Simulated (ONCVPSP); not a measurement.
# Varying the ONCV potential for tin

Base potential:

```
Element                 : tin
Generator               : ONCVPSP 4.0.1
Type                    : optimised norm-conserving Vanderbilt (ONCV)
Functional              : PBE
Relativity              : scalar-relativistic
Frozen core             : [Kr]
Valence charge          : 14
Reference configuration : 4d10 5s2 5p1.75 (charge +0.25)
Partial waves           : 5s: rc 1.70 bohr, ncon 4, nbas 9, qcut 4.4 1/bohr, 2 projectors, debl 1.5 Ha; 5p: rc 2.25 bohr, ncon 3, nbas 7, qcut 4.2 1/bohr, 2 projectors, debl 2 Ha; 4d: rc 1.35 bohr, ncon 4, nbas 8, qcut 13.9 1/bohr, local
Local potential         : the d channel
Core correction         : Teter function, fcfact 2.5, rcfact 1.3
```

Cutoffs, loose and tight: the cutoffs (Ha) at which the residual kinetic energy of the hardest occupied pseudo-wave falls to 1 and 0.1 mHa per electron. They do not see the model core or the augmentation charge, which bear on the density cutoff. Test errors are all-electron minus pseudo excitation energies from the reference, over the configurations 4d10 5s2 5p2; 4d10 5s2 5p1; 4d10 5s2 5p0; 4d10 5s1 5p3. A dash means not determined; rows that change the core or the reference have their own tests.

A true bound ghost makes a file unfit for plane-wave use even where its test errors are small: the radial tests pick states by their node count and pass the ghost by.

| change | outcome | cutoff, loose | cutoff, tight | bound ghosts | GHOST(+) flags above zero | largest test error (meV) |
| --- | --- | --- | --- | --- | --- | --- |
| base | generated | 49 Ha | 73 Ha | s, p | none | -1.7 |
| s: rc 1.18 | failed: test_data: rc < rc(lloc) for l = 0. Not allowed. | – | – | – | – | – |
| s: rc 1.3 | failed: test_data: rc < rc(lloc) for l = 0. Not allowed. | – | – | – | – | – |
| s: rc 1.44 | failed: optimize: ERROR ps0norm > uunorm, code will stop | – | – | – | – | – |
| s: rc 1.62 | failed: optimize: ERROR ps0norm > uunorm, code will stop | – | – | – | – | – |
| s: rc 1.78 | failed: ERROR pspot: first pseudo wave function has node, program will stop | – | – | – | – | – |
| s: rc 1.86 | failed: ERROR pspot: first pseudo wave function has node, program will stop | – | – | – | – | – |
| s: rc 2.04 | failed: ERROR pspot: first pseudo wave function has node, program will stop | – | – | – | – | – |
| s: rc 2.2 | failed: ERROR pspot: first pseudo wave function has node, program will stop | – | – | – | – | – |
| s: rc 2.32 | failed: ERROR pspot: first pseudo wave function has node, program will stop | – | – | – | – | – |
| s: rc 2.48 | failed: ERROR pspot: first pseudo wave function has node, program will stop | – | – | – | – | – |

Reading the sweep of the s radius (base included, trends over the rows without a ghost): Bound ghosts are found at 1.7 bohr. Every judged row has one, so this setting neither creates nor removes them. The generation fails at 1.18, 1.3, 1.44, 1.62, 1.78, 1.86, 2.04, 2.2, 2.32, 2.48 bohr.
